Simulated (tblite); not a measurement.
C3H10N2Si.
Cartesian coordinates in Å at the GFN2-xTB level; atoms count from 1:
```xyz
16
C3H10N2Si angstrom
Si     2.0711   -0.2618    0.5856
N      0.7723    0.1741   -0.4658
C     -0.1953    1.2174   -0.1780
C     -1.4745    0.4690    0.2464
C     -1.1790   -0.9817   -0.2025
N      0.0386   -0.9156   -1.0064
H      2.7748    1.0028    0.8087
H      2.8207   -1.2439   -0.1851
H      1.7030   -0.8219    1.8974
H      0.1810    1.8922    0.5869
H     -0.3786    1.7933   -1.0958
H     -2.3551    0.8746   -0.2497
H     -1.6272    0.5213    1.3227
H     -1.9920   -1.4315   -0.7712
H     -0.9634   -1.6124    0.6641
H     -0.2040   -0.6668   -1.9687
```

Computed values, GFN2-xTB/tblite, gas phase, harmonic and unscaled. The method is semi-empirical: single wavenumbers can be off by several per cent or more. Modes of hydrogen on silicon can be 10 to 20 % off. One conformer, not necessarily the lowest.

Harmonic wavenumbers (cm⁻¹): 72.7, 112.7, 129.4, 240.8, 340.8, 528.3, 604.9, 610.1, 670.2, 727.9, 738.7, 809.7, 821.4, 844.4, 902.2, 958.4, 967.9, 1005.7, 1038.7, 1080.4, 1106.3, 1136.0, 1187.7, 1198.2, 1253.5, 1265.8, 1284.3, 1296.3, 1386.8, 1474.1, 1486.6, 1499.8, 2159.5, 2246.9, 2318.6, 2880.7, 2958.2, 2998.1, 3005.9, 3013.7, 3021.7, 3233.3.

A = 5337, B = 2203, C = 1914 MHz; mass 102.061 u (most abundant isotopes); point group C1, symmetry number 1.

Task: What is the zero-point energy?

Result: Half the sum of the wavenumbers: 28309 cm⁻¹ = 338.65 kJ/mol.

Task: What is S at 200 K and 1 bar for an ideal gas of classical rigid rotors and harmonic oscillators?

Result: Translation 158.24, rotation 108.24, vibration 44.58: S = 311.1 J/(mol K).

Task: And Cp and H(200 K) − H(0)?

Result: Cp = 84.99 J/(mol K), of which vibrations give 51.73 (their classical limit is 42 R = 349.2); H(200 K) − H(0) = 11.65 kJ/mol without the zero-point energy, 5.00 from vibrations.

Task: What must be added to the electronic energy to get the Gibbs energy at 200 K and 1 bar?

Result: ZPE + [H(200 K) − H(0)] − T·S = 338.65 + 11.65 − 62.21 = 288.09 kJ/mol.

Task: Which modes carry the vibrational entropy at 200 K?

Result: 72.7 cm⁻¹: 13.80; 112.7 cm⁻¹: 10.28; 129.4 cm⁻¹: 9.20; 240.8 cm⁻¹: 4.71; 340.8 cm⁻¹: 2.67; 528.3 cm⁻¹: 0.91 J/(mol K); the other 36 give 3.00 together.

Task: How do the functions run with temperature in this model?

Result: 
| T (K) | S (J/(mol K)) | Cp (J/(mol K)) | H − H(0) (kJ/mol) | G − H(0) (kJ/mol) | ln q(vib) |
| --- | --- | --- | --- | --- | --- |
| 150 | 288.9 | 70.6 | 7.78 | -35.55 | 1.61 |
| 250 | 331.9 | 102.6 | 16.33 | -66.63 | 3.11 |
| 298.15 | 351.5 | 121.0 | 21.71 | -83.09 | 3.87 |
| 400 | 392.5 | 159.1 | 36.01 | -120.98 | 5.55 |
| 600 | 468.8 | 217.8 | 74.07 | -207.23 | 9.09 |
| 900 | 568.6 | 273.4 | 148.48 | -363.30 | 14.48 |

q(vib) and H(0) count from the zero-point level.

Hindered rotation and anharmonicity are outside this model. Other conformers, if any are populated, would add a mixing term that is left out. The structure is chiral; the term R ln 2 for an equal mix with its mirror image is left out.
